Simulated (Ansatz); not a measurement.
These are r2SCAN-D4/def2-SVP (Ansatz, a first-principles code) values and carry that method's errors. No frequencies were computed at this level.

Ansatz 0.2 input:
```yaml
crystal:
  periodic: [false, false, false]
  atoms:
    - { symbol: C, position_ang: [-2.870595, -0.492139, -0.115299] }
    - { symbol: C, position_ang: [-2.212282, 0.860646, 0.085215] }
    - { symbol: In, position_ang: [0.076637, 0.747011, 0.124515] }
    - { symbol: Br, position_ang: [1.121464, 3.020087, 0.443248] }
    - { symbol: C, position_ang: [1.673902, -0.885026, -0.047113] }
    - { symbol: C, position_ang: [3.060416, -0.270526, -0.03337] }
    - { symbol: H, position_ang: [-2.563697, -0.942679, -1.060357] }
    - { symbol: H, position_ang: [-3.95767, -0.387049, -0.13023] }
    - { symbol: H, position_ang: [-2.610482, -1.17924, 0.691215] }
    - { symbol: H, position_ang: [-2.466551, 1.553187, -0.721024] }
    - { symbol: H, position_ang: [-2.509847, 1.314101, 1.033921] }
    - { symbol: H, position_ang: [1.481058, -1.427704, -0.974077] }
    - { symbol: H, position_ang: [1.52697, -1.566323, 0.79287] }
    - { symbol: H, position_ang: [3.824852, -1.047102, -0.102592] }
    - { symbol: H, position_ang: [3.194625, 0.41242, -0.874887] }
    - { symbol: H, position_ang: [3.231198, 0.290337, 0.887963] }
basis:
  gaussian: { orbitals: def2-svp }
hamiltonian:
  xc: r2scan
  dispersion: d4
relax:
  max_steps: 150
```

Output:

```
Functional definition: r2SCAN
1873 factors; their error is unknown
mean field evaluation 1: about -79502.3434 eV, gradient 8.0e1 eV
mean field evaluation 2: about -79451.8651 eV, gradient 1.4e2 eV
mean field evaluation 4: about -79519.3604 eV, gradient 1.5e1 eV
mean field evaluation 8: about -79520.0111 eV, gradient 3.7e-1 eV
mean field evaluation 16: about -79519.9100 eV, gradient 1.4e-3 eV
mean field -79519.90997325 eV, -2922.3027909859 hartree, gradient 6.3e-6 eV, S^2 0.000000; 0 other end points of the search recorded, 0 dependent functions left out
reference -79519.90998816 eV, -2922.3027915341 hartree; 45, 45 occupied and 119, 119 virtual orbitals, 1873 factors
relax step   1: F+E_penalty+E_count = -79519.99792680 eV  Δ(F+E_penalty+E_count) = +0.000e0 eV  max|allowed force component| = 1.042e0 eV/Å  Δτ_max = 0.0000 Å  (34 SCF iters, accepted)
these checks for a lower state are left out or cut short: starts, cluster_reference, orbital_swaps, neighbouring_geometries, increment
1873 factors; their error is unknown
mean field -79520.01676764 eV, -2922.3067156076 hartree, gradient 1.9e-5 eV, S^2 0.000000; 0 other end points of the search recorded, 0 dependent functions left out
reference -79520.01678264 eV, -2922.3067161585 hartree; 45, 45 occupied and 119, 119 virtual orbitals, 1873 factors
relax step   2: F+E_penalty+E_count = -79520.10654153 eV  Δ(F+E_penalty+E_count) = -1.086e-1 eV  max|allowed force component| = 4.452e-1 eV/Å  Δτ_max = 0.1937 Å  (30 SCF iters, accepted)
these checks for a lower state are left out or cut short: starts, cluster_reference, orbital_swaps, neighbouring_geometries, increment
1873 factors; their error is unknown
mean field evaluation 32: about -79520.1659 eV, gradient 5.5e-2 eV
mean field -79520.06466055 eV, -2922.3084756394 hartree, gradient 1.9e-5 eV, S^2 0.000000; 0 other end points of the search recorded, 0 dependent functions left out
reference -79520.06467545 eV, -2922.3084761872 hartree; 45, 45 occupied and 119, 119 virtual orbitals, 1873 factors
relax step   3: F+E_penalty+E_count = -79520.15413430 eV  Δ(F+E_penalty+E_count) = -4.759e-2 eV  max|allowed force component| = 9.528e-2 eV/Å  Δτ_max = 0.1072 Å  (29 SCF iters, accepted)
these checks for a lower state are left out or cut short: starts, cluster_reference, orbital_swaps, neighbouring_geometries, increment
1873 factors; their error is unknown
mean field -79520.06597041 eV, -2922.3085237761 hartree, gradient 1.8e-5 eV, S^2 0.000000; 0 other end points of the search recorded, 0 dependent functions left out
reference -79520.06598533 eV, -2922.3085243243 hartree; 45, 45 occupied and 119, 119 virtual orbitals, 1873 factors
relax step   4: F+E_penalty+E_count = -79520.15532599 eV  Δ(F+E_penalty+E_count) = -1.192e-3 eV  max|allowed force component| = 3.682e-2 eV/Å  Δτ_max = 0.0164 Å  (32 SCF iters, accepted)
these checks for a lower state are left out or cut short: starts, cluster_reference, orbital_swaps, neighbouring_geometries, increment
1873 factors; their error is unknown
mean field -79520.06614168 eV, -2922.3085300702 hartree, gradient 1.8e-5 eV, S^2 0.000000; 0 other end points of the search recorded, 0 dependent functions left out
reference -79520.06615661 eV, -2922.3085306186 hartree; 45, 45 occupied and 119, 119 virtual orbitals, 1873 factors
relax step   5: F+E_penalty+E_count = -79520.15547855 eV  Δ(F+E_penalty+E_count) = -1.526e-4 eV  max|allowed force component| = 1.845e-2 eV/Å  Δτ_max = 0.0081 Å  (32 SCF iters, accepted)
these checks for a lower state are left out or cut short: starts, cluster_reference, orbital_swaps, neighbouring_geometries, increment
1873 factors; their error is unknown
mean field -79520.06621870 eV, -2922.3085329004 hartree, gradient 1.8e-5 eV, S^2 0.000000; 0 other end points of the search recorded, 0 dependent functions left out
reference -79520.06623362 eV, -2922.3085334489 hartree; 45, 45 occupied and 119, 119 virtual orbitals, 1873 factors
relax step   6: F+E_penalty+E_count = -79520.15554601 eV  Δ(F+E_penalty+E_count) = -6.747e-5 eV  max|allowed force component| = 8.742e-3 eV/Å  Δτ_max = 0.0057 Å  (32 SCF iters, accepted)
1873 factors; their error is unknown
mean field evaluation 64: about -79520.0711 eV, gradient 6.3e0 eV
mean field -79520.06621870 eV, -2922.3085329004 hartree, gradient 2.4e-5 eV, S^2 0.000000; 1 other end points of the search recorded, 0 dependent functions left out
reference -79520.06623362 eV, -2922.3085334488 hartree; 45, 45 occupied and 119, 119 virtual orbitals, 1873 factors
Total energy: -79520.15556094 eV, -2922.3118161671 hartree
Atom 0 at    -2.859210    -0.500956    -0.114873 Å, force     0.004132    -0.000387     0.000014 eV/Å
Atom 1 at    -2.114079     0.815886     0.081107 Å, force    -0.007031    -0.001485    -0.000467 eV/Å
Atom 2 at     0.056393     0.687577     0.113620 Å, force    -0.004179    -0.007142    -0.001354 eV/Å
Atom 3 at     1.076561     2.991120     0.438897 Å, force    -0.000847     0.002751     0.000320 eV/Å
Atom 4 at     1.621944    -0.816885    -0.044480 Å, force     0.008742    -0.002416    -0.000843 eV/Å
Atom 5 at     3.037383    -0.252375    -0.029922 Å, force    -0.003046     0.003983     0.000215 eV/Å
Atom 6 at    -2.600897    -0.988111    -1.069438 Å, force    -0.000562     0.002203     0.002453 eV/Å
Atom 7 at    -3.952994    -0.347976    -0.120199 Å, force     0.000909     0.002172     0.000449 eV/Å
Atom 8 at    -2.642637    -1.225870     0.686889 Å, force    -0.000379     0.002789    -0.001822 eV/Å
Atom 9 at    -2.348773     1.543344    -0.714961 Å, force     0.000568    -0.000344    -0.000349 eV/Å
Atom 10 at    -2.389627     1.306545     1.030493 Å, force     0.001112    -0.000016     0.000607 eV/Å
Atom 11 at     1.414824    -1.385718    -0.967895 Å, force    -0.001066     0.000730    -0.001518 eV/Å
Atom 12 at     1.452890    -1.520165     0.790153 Å, force    -0.001525     0.000232     0.001954 eV/Å
Atom 13 at     3.788437    -1.058775    -0.099598 Å, force     0.003158    -0.003013    -0.000056 eV/Å
Atom 14 at     3.214839     0.436982    -0.870193 Å, force     0.000008     0.000018     0.000263 eV/Å
Atom 15 at     3.244942     0.315377     0.890397 Å, force     0.000006    -0.000077     0.000135 eV/Å
Dipole moment:    -0.322207    -0.718594    -0.101058 e Å
```

Cost: roughly 90 core-seconds.
